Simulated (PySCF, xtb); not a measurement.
C2H5NO2Si, SMILES O[Si@@H]1C=NCO1.

GFN2-xTB (xtb) at its own geometry gives an orbital gap of 3.07 eV and a dipole moment of 1.08 D.

Geometry: ωB97X-D3(BJ)/def2-SVP. The structure was generated by enumeration; whether it is a known compound was not checked. One conformer was computed; it need not be the lowest.

Problem. What does B3LYP/def2-TZVP run with PySCF give? (Estimate from the structure and the level; the computed values follow.)

Solution. gap 5.88 eV (levels -7.26 and -1.38 eV), dipole 0.89 D.
